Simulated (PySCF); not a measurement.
Cl3Sc, singlet, at a GFN2-xTB geometry (such geometries of metal compounds can be far from the true shape), with bond 4-1 at 1.5 times its length; B3LYP/STO-3G run with PySCF.

PySCF was given this input:
```python
from pyscf import gto, scf, dft

mol = gto.M(
    atom='''
Sc    0.115417    0.333155    0.209949
Cl    2.015105   -0.474944   -0.684381
Cl   -0.808091   -1.027858    1.745019
Cl   -2.082089    1.470310   -2.084955
''',
    basis='sto-3g',
    charge=0,
    spin=0,
    verbose=4,
)

mf = dft.RKS(mol)
mf.xc = 'b3lyp'
mf.kernel()
mo_i, mo_e, stable_i, stable_e = mf.stability(internal=True, external=True, return_status=True, nroots=6, tol=1e-6)
print('internally stable:', stable_i, ' externally stable:', stable_e)
if not stable_e:
    umf = mf.to_uhf() if not hasattr(mf, 'xc') else mf.to_uks()
    umf.scf_summary = {}
    umf.kernel(umf.make_rdm1(mo_e, umf.mo_occ))
mf.analyze()
```

**Question.** Write the output that PySCF gives for this input, abridged.

**Answer.** 
```
PySCF version 2.14.0

[INPUT] verbose = 4
[INPUT] num. atoms = 4
[INPUT] num. electrons = 72
[INPUT] charge = 0
[INPUT] spin (= nelec alpha-beta = 2S) = 0
[INPUT] symmetry False subgroup None
[INPUT] Mole.unit = angstrom
[INPUT] Symbol           X                Y                Z      unit          X                Y                Z       unit  Magmom
[INPUT]  1 Sc     0.115417000000   0.333155000000   0.209949000000 AA    0.218106520119   0.629571707029   0.396746110126 Bohr   0.0
[INPUT]  2 Cl     2.015105000000  -0.474944000000  -0.684381000000 AA    3.807996562242  -0.897514084505  -1.293292654856 Bohr   0.0
[INPUT]  3 Cl    -0.808091000000  -1.027858000000   1.745019000000 AA   -1.527070673726  -1.942370114943   3.297607992162 Bohr   0.0
[INPUT]  4 Cl    -2.082089000000   1.470310000000  -2.084955000000 AA   -3.934577976970   2.778483218209  -3.939993932043 Bohr   0.0

nuclear repulsion = 328.969735422998
number of shells = 23
number of NR pGTOs = 135
number of NR cGTOs = 45
basis = sto-3g
ecp = {}

******** <class 'pyscf.dft.rks.RKS'> ********
method = RKS
initial guess = minao
damping factor = 0
level_shift factor = 0
DIIS = <class 'pyscf.scf.diis.CDIIS'>
diis_start_cycle = 1
diis_space = 8
diis_damp = 0
SCF conv_tol = 1e-09
SCF conv_tol_grad = None
SCF max_cycles = 50
direct_scf = True
direct_scf_tol = 1e-13
XC library pyscf.dft.libxc version 7.1.2
    S. Lehtola, C. Steigemann, M. J. T. Oliveira, and M. A. L. Marques,  SoftwareX 7, 1–5 (2018)
XC functionals = b3lyp
    P. J. Stephens, F. J. Devlin, C. F. Chabalowski, and M. J. Frisch,  J. Phys. Chem. 98, 11623 (1994)
radial grids:
    Treutler-Ahlrichs [JCP 102, 346 (1995); DOI:10.1063/1.469408] (M4) radial grids

becke partition: Becke, JCP 88, 2547 (1988); DOI:10.1063/1.454033
pruning grids: <function nwchem_prune>
grids dens level: 3
symmetrized grids: False
atomic radii adjust function: <function treutler_atomic_radii_adjust>
small_rho_cutoff = 0
Set gradient conv threshold to 3.16228e-05
Initial guess from minao.
tot grids = 77280
init E= -2117.33759969986
cycle= 1 E= -2118.59585954527  delta_E= -1.26  |g|= 0.381  |ddm|= 2.74
cycle= 2 E= -2113.90306196534  delta_E= 4.69  |g|=  2.7  |ddm|= 5.31
cycle= 3 E= -2118.69540985674  delta_E= -4.79  |g|= 0.253  |ddm|= 4.67
cycle= 4 E= -2118.70964760172  delta_E= -0.0142  |g|= 0.152  |ddm|= 0.808
cycle= 5 E= -2118.72528699764  delta_E= -0.0156  |g|= 0.0455  |ddm|= 0.324
cycle= 6 E= -2118.72696557888  delta_E= -0.00168  |g|= 0.00142  |ddm|= 0.15
cycle= 7 E= -2118.72696657332  delta_E= -9.94e-07  |g|= 0.000751  |ddm|= 0.00668
cycle= 8 E= -2118.72696703548  delta_E= -4.62e-07  |g|= 0.000149  |ddm|= 0.00202
cycle= 9 E= -2118.72696705396  delta_E= -1.85e-08  |g|= 1.75e-06  |ddm|= 0.000495
cycle= 10 E= -2118.72696705397  delta_E= -7.28e-12  |g|= 3.19e-07  |ddm|= 8.61e-06
Extra cycle  E= -2118.72696705397  delta_E= 9.09e-13  |g|= 5.4e-07  |ddm|= 3.06e-06
converged SCF energy = -2118.72696705397
rhf_internal: lowest eigs of H = [0.20993717 0.21305808 0.4833106  0.58303252 0.623713   0.64762325]
<class 'pyscf.dft.rks.RKS'> wavefunction is stable in the internal stability analysis
rhf_real2complex: lowest eigs of H = [0.04258564 0.04356575 0.08282421 0.14367781 0.14677768 0.16115741]
<class 'pyscf.dft.rks.RKS'> wavefunction is stable in the real -> complex stability analysis
rhf_external: lowest eigs of H = [0.02909222 0.03318765 0.03572574 0.13468242 0.13966395 0.14833974]
<class 'pyscf.dft.rks.RKS'> wavefunction is stable in the RHF/RKS -> UHF/UKS stability analysis
internally stable: True  externally stable: True
**** SCF Summaries ****
Total Energy =                       -2118.726967053967201
Nuclear Repulsion Energy =             328.969735422998269
One-electron Energy =                -3573.051034089630321
Two-electron Energy =                 1125.354331612664964
Two-electron Coulomb Energy =         1248.634443926080849
DFT Exchange-Correlation Energy =     -123.280112313415955
**** MO energy ****
MO #1   energy= -160.254693108295  occ= 2
MO #2   energy= -100.520261103529  occ= 2
MO #3   energy= -100.520251538653  occ= 2
MO #4   energy= -100.315478849345  occ= 2
MO #5   energy= -17.5797171594509  occ= 2
MO #6   energy= -14.7404972972698  occ= 2
MO #7   energy= -14.7391214007515  occ= 2
MO #8   energy= -14.7390348189835  occ= 2
MO #9   energy= -9.30875843907194  occ= 2
MO #10  energy= -9.30841521318898  occ= 2
MO #11  energy= -9.1253439787221   occ= 2
MO #12  energy= -7.08115877759303  occ= 2
MO #13  energy= -7.08099833567098  occ= 2
MO #14  energy= -7.07663165954324  occ= 2
MO #15  energy= -7.07661242918091  occ= 2
MO #16  energy= -7.07630954414541  occ= 2
MO #17  energy= -7.07581647441536  occ= 2
MO #18  energy= -6.90110714715965  occ= 2
MO #19  energy= -6.89206870132597  occ= 2
MO #20  energy= -6.8917473621193   occ= 2
MO #21  energy= -2.33478547784311  occ= 2
MO #22  energy= -1.54159778818845  occ= 2
MO #23  energy= -1.53760358927523  occ= 2
MO #24  energy= -1.53328276033145  occ= 2
MO #25  energy= -0.781509719757972 occ= 2
MO #26  energy= -0.774721663724425 occ= 2
MO #27  energy= -0.633607992242691 occ= 2
MO #28  energy= -0.365527024528871 occ= 2
MO #29  energy= -0.342021958611717 occ= 2
MO #30  energy= -0.333840208376802 occ= 2
MO #31  energy= -0.322796198911397 occ= 2
MO #32  energy= -0.322639120526629 occ= 2
MO #33  energy= -0.306913329449812 occ= 2
MO #34  energy= -0.210319268310678 occ= 2
MO #35  energy= -0.175797195568036 occ= 2
MO #36  energy= -0.17457343253034  occ= 2
MO #37  energy= -0.093954921931212 occ= 0
MO #38  energy= 0.00373744641915041 occ= 0
MO #39  energy= 0.0180757607211723 occ= 0
MO #40  energy= 0.0505477613262468 occ= 0
MO #41  energy= 0.0623524814343556 occ= 0
MO #42  energy= 0.0696918926796702 occ= 0
MO #43  energy= 0.0953520341693861 occ= 0
MO #44  energy= 0.272315501608612  occ= 0
 ** Mulliken pop on meta-lowdin orthogonal AOs  **
 ** Mulliken pop  **
 ** Mulliken atomic charges  **
charge of    0Sc =      0.64498
charge of    1Cl =     -0.13866
charge of    2Cl =     -0.13866
charge of    3Cl =     -0.36766
Dipole moment(X, Y, Z, Debye):  3.22676,  1.56609,  4.10623
```
